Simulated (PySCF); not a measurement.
Spinor energies of Cr⁺ (chromium, charge +1)

Start: [Ar] 3d4 4s1; 3d5/2 filled at m_j = -1/2, +1/2, +3/2, +5/2; 4s1/2 filled at m_j = +1/2. Calculated with PySCF 2.14 in x2c-TZVPall-2c with one added diffuse shell each of s, p, d type (7s8p5d1f, 63 functions): generalised Hartree-Fock with the X2C-1e Hamiltonian and a Gaussian nucleus; one run each with spin-orbit coupling (SO) switched off, then screened by Boettger's factors. This is a chosen level, not necessarily the ground level.

```tsv
spinor shell	electrons	ε, spin-free (eV)	ε, screened SO (eV)	weight of nominal j (screened SO)	rms radius, screened SO (bohr)
1s1/2	2	-6055.1	-6055.0	1.000	0.0734
2s1/2	2	-736.57	-736.57	1.000	0.316
2p1/2	2	-617.75	-623.71	0.986	0.285
2p3/2	4	-617.75	-614.85	0.993	0.288
3s1/2	2	-104.35	-104.35	1.000	0.964
3p3/2	4	-69.144	-69.418	0.832	1.05
3p1/2	2	-69.144	-68.627	0.665	1.04
3d5/2	4	-23.047	-23.041	0.693	1.38
4s1/2	1	-14.380	-14.381	1.000	3.19
```

```csv
quantity,spin-free,screened SO
E (hartree),-1049.38581,-1049.39629
M_J,9/2,9/2
⟨J²⟩,24.755,24.755
⟨L²⟩,6.005,6.007
⟨S²⟩,8.750,8.749
```

Each row is a mean over spinors that exchange with the open shell spreads, by up to 12.732 eV (3p3/2).

Rows whose weight is well below 1 are mixtures of j = l ± 1/2: exchange outweighs spin-orbit coupling there, and the label is only the starting occupation.

Without spin-orbit coupling the j labels of p, d and f shells carry no meaning; the spin-free column gives the mean over the occupied spinors of each nl shell.
